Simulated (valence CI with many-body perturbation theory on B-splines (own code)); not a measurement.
# Questions on Xe³⁰⁺

Level of theory: configuration interaction combined with many-body perturbation theory (CI+MBPT): six valence electrons over a frozen Dirac-Fock core [Ar], radial functions for each j: 7 s, 7 p, 8 d, 6 f, 4 g, 1 h, with the one-electron correlation potential Σ1 (screened to all orders), the two-electron term Σ2, the three-electron term Σ3, Breit, model QED; selected single and double excitations, second order for the rest, scaled by the run's own slope (own B-spline code, finite nucleus).

The last digits are not significant, and no measured levels were compared; by estimate large intervals hold to a few tenths of a per cent, small ones and those within an open d or f shell to about a per cent. Core correlation moves these levels by up to 9300 cm⁻¹, and in measured spectra 5 to 20 % of such shifts remained as error; rates that hang on mixing are uncertain with them. Among the levels kept, up to 960 cm⁻¹ of a level comes from second order outside the variational space, and about a tenth of that is noise between levels of different J, which matters for small intervals. Only levels of the ground parity were solved; by the run's estimate the other parity begins above the list, which can be wrong where configurations are misplaced.

Levels are named by their leading jj configuration (3d3/2^4 stands for four electrons in 3d with j = 3/2), which in mixed levels can hold well under half, so a name can repeat and another be missing.

Rates and lifetimes use the calculated energies. Strong lines usually hold to 10 to 20 %, long lifetimes can be off by a factor of two.

Task: What is the ground level?

Result: (3d3/2^4 3d5/2^2) J=4, composition 61 % 3d6 5D + 28 % 3d6 3F + 5 % 3d6 1G, g = 1.371.

Task: How well does LS coupling describe the low levels?

Result: Among the lowest 20 levels the leading LS term, summed over configurations, holds 54 % on average. For single configurations the figures are 54 % in LS and 76 % in jj coupling. Terms mix most in the J = 4 level at 115630 cm⁻¹, where the leading one holds 26 %.

Task: What is the ionisation energy?

Result: 1826.8 eV; NIST lists 1826 ± 4 eV (theoretical).

Task: Name the longest-lived excited levels whose lifetime is computed, and their main decay.

Result: (3d3/2^4 3d5/2^2) J=2 at 37435 cm⁻¹ lives 226 s, mostly by E2 to (3d3/2^4 3d5/2^2) J=4; (3d3/2^3 3d5/2^3) J=6 at 150330 cm⁻¹ lives 47.8 s, mostly by E2 to (3d3/2^4 3d5/2^2) J=4; (3d3/2^4 3d5/2^2) J=0 at 88339 cm⁻¹ lives 17.1 s, mostly by E2 to (3d3/2^4 3d5/2^2) J=2.
